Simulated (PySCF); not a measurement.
PySCF was given this input:
```python
from pyscf import gto, scf, dft
from pyscf.prop import polarizability

mol = gto.M(
    atom='''
Si   -1.20698181    1.58575365    0.21515013
N    -0.63131208    0.00826534   -0.20745740
C    -1.59026088   -1.08015774   -0.17785358
Ge    1.11715766   -0.49203245   -0.02817648
H    -2.40516072    1.80102674   -0.60069293
H    -1.56242501    1.70537196    1.63896376
H    -0.11962846    2.50375062   -0.11480321
H    -2.53205415   -0.76220232   -0.62563288
H    -1.20414188   -1.93057013   -0.74619189
H    -1.79812715   -1.42351763    0.84169280
H     1.43035016   -1.01025140    1.35295848
H     1.33247692   -1.61049763   -1.00648873
H     1.96816052    0.69446645   -0.33093634
''',
    basis='6-31g',
    verbose=4,
)

mf = dft.RKS(mol)
mf.xc = 'pbe0'
mf.kernel()
alpha = mf.Polarizability().polarizability()[2, 2]
print('alpha_zz =', alpha)
```

### Question
Estimate the Mulliken (on the basis functions themselves) charges in atom order that PBE0/6-31G, polarisability run with PySCF returns for this input.

### Answer
Si1 0.75, N2 -0.97, C3 -0.29, Ge4 0.57, H5 -0.12, H6 -0.13, H7 -0.11, H8 0.18, H9 0.17, H10 0.17, H11 -0.08, H12 -0.07, H13 -0.06

### Question
Estimate the total energy that PBE0/6-31G, polarisability returns for this input.

### Answer
-2463.808669 Ha

### Question
Roughly what does it cost on one core?

### Answer
very roughly 30 core-seconds.
